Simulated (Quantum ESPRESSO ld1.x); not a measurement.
Question: Pr I, configuration [Xe] 4f3 6s2. Calculated with ld1.x of Quantum ESPRESSO 7.5: Dirac Kohn-Sham, relativistic LDA (MacDonald-Vosko exchange, VWN5 correlation), spin-unpolarised, spherical densities, point nucleus; open shells are shared between the two j in proportion to 2j + 1. Some entries of the table are withheld. Estimate them.

orbital     occ.  eigenvalue (hartree)  r(max) (bohr)
1s1/2          2              -1525.85          0.015
2s1/2          2              -245.707          0.087
2p1/2          2              -232.499          0.067
2p3/2          4              -214.963          0.072
3s1/2          2              -53.0197          0.249
3p1/2          2              -47.3511          0.237
3p3/2          4              -43.8754          0.247
3d3/2          4              -33.9043          0.199
3d5/2          6              -33.1511          0.202
4s1/2          2                   (1)          0.582
4p1/2          2              -8.39407          0.587
4p3/2          4              -7.64026          0.615
4d3/2          4              -4.12980          0.630
4d5/2          6              -3.99704          0.640
5s1/2          2              -1.43104           1.35
5p1/2          2                   (2)            (3)
5p3/2          4                   (4)            (5)
6s1/2          2              -0.13154           3.78
4f5/2    1.28571                   (6)            (7)
4f7/2    1.71429                   (8)            (9)

Answer: 
(1) 4s1/2 eigenvalue (hartree): -10.5214
(2) 5p1/2 eigenvalue (hartree): -0.86204
(3) 5p1/2 r(max) (bohr): 1.48
(4) 5p3/2 eigenvalue (hartree): -0.75883
(5) 5p3/2 r(max) (bohr): 1.56
(6) 4f5/2 eigenvalue (hartree): -0.06378
(7) 4f5/2 r(max) (bohr): 0.688
(8) 4f7/2 eigenvalue (hartree): -0.05115
(9) 4f7/2 r(max) (bohr): 0.694
